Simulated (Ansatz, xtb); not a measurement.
BH12NSi4: which of two isomers lies lower

We compare I, `BN([SiH3])[SiH]([SiH3])[SiH3]`, a singlet, with II, `BN([SiH3])[SiH2][SiH2][SiH3]`, a singlet. Both are isolated molecules in the gas phase, relaxed with PBE0-D4/def2-SVP; the shapes shown needn't be the lowest conformers.

I (Å):

```xyz
18

B     0.5043    1.4085   -1.5293
N     0.1543    0.0431   -1.4788
Si    1.0225   -1.1728   -2.4326
Si   -1.1779   -0.4951   -0.4150
Si   -2.8072    1.1774   -0.1820
Si   -0.2888   -1.1065    1.6699
H    -0.1285    2.2160   -0.8785
H     1.4292    1.7811   -2.2167
H     1.3603   -2.3280   -1.5465
H     0.1509   -1.6745   -3.5370
H     2.2620   -0.5654   -2.9887
H    -1.7906   -1.7050   -1.0562
H    -3.0989    1.8060   -1.5064
H    -4.0533    0.5380    0.3459
H    -2.3675    2.2282    0.7837
H     0.7526   -2.1692    1.5183
H    -1.3718   -1.6105    2.5708
H     0.3397    0.0971    2.2976
```

II (Å):

```xyz
18

B     0.2695   -1.9185   -1.3077
N    -0.6429   -1.3661   -0.3804
Si   -1.0826   -2.2913    1.0672
Si   -1.3570    0.2468   -0.6218
Si   -0.4040    1.6874    0.9762
Si    1.7069    0.7754    1.4426
H     0.5669   -1.3055   -2.3093
H     0.7543   -3.0092   -1.0905
H    -1.4738   -1.3057    2.1229
H    -2.2534   -3.1758    0.7926
H     0.0751   -3.1045    1.5279
H    -2.8417    0.1469   -0.4594
H    -1.0365    0.7023   -2.0045
H    -0.2693    3.0723    0.4234
H    -1.2244    1.7517    2.2264
H     2.4511    0.5666    0.1622
H     1.5337   -0.5513    2.1122
H     2.5137    1.6607    2.3369
```

Q: Estimate which is lower in electronic energy at CCSD(T)/def2-SVP + ΔMP2/def2-TZVPP, and by roughly how much.

A: CCSD(T)/def2-SVP + ΔMP2/def2-TZVPP gives E(II) − E(I) = −0.77 kcal/mol, slightly favouring structure II, which is too small a margin to settle the true order.

Level by level:

| level | geometry | E(II) − E(I) (kcal/mol) | departure from the last row (kcal/mol) | job, with rough time for the two |
| --- | --- | --- | --- | --- |
| PBE0-D4/def2-SVP | PBE0-D4/def2-SVP | −1.12 | −0.35 | optimisation, 4.6 min |
| HF/def2-SVP | PBE0-D4/def2-SVP | −0.58 | +0.19 | part of the CCSD(T) run |
| MP2/def2-SVP | PBE0-D4/def2-SVP | −1.01 | −0.24 | part of the CCSD(T) run |
| CCSD(T)/def2-SVP | PBE0-D4/def2-SVP | −0.91 | −0.14 | single point |
| CCSD(T)/def2-SVP + ΔMP2/def2-TZVPP | PBE0-D4/def2-SVP | −0.77 |  | single point, 2.3 min |

As drawn, both hold the same kinds of bond in the same numbers.

The largest departure from CCSD(T)/def2-SVP + ΔMP2/def2-TZVPP is that of PBE0-D4/def2-SVP, 0.35 kcal/mol. Levels run at GFN2-xTB geometries aren't shown. The last row adds to CCSD(T) the change of the MP2 difference between the two basis sets, here +0.14 kcal/mol.

With thermal terms from frequencies at re-optimised GFN2-xTB minima (ideal gas, soft modes damped towards free rotors, one conformer each, 298.15 K, 1 atm): on the last row, ΔE + ΔZPE = −0.56, ΔH = −0.74, ΔG = −0.22 kcal/mol.

The correlated steps freeze 22 core orbitals. Run with Ansatz 0.2.0, xtb 6.7.1; the last row on 2 threads of Arm Neoverse V2 on a shared host.
